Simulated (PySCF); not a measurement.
Rb(Cl) anion (ClRb), SMILES [Rb][Cl] (connectivity only; charge and spin as stated), charge -1, multiplicity 2.

Geometry: PBE0-D3(BJ)/def2-TZVPD. The multiplicity is an assumed one; other spin states were not compared. The def2 effective core potentials stand for the cores of Rb; spin–orbit coupling is left out.

All values below come from PBE0-D3(BJ)/def2-TZVPD in PySCF.

Frequencies are harmonic and unscaled.

```csv
mode,ν (cm⁻¹),IR (km/mol),moving atoms (share of kinetic energy)
1,169,53.0,"Cl 71 %, Rb 29 %"
```
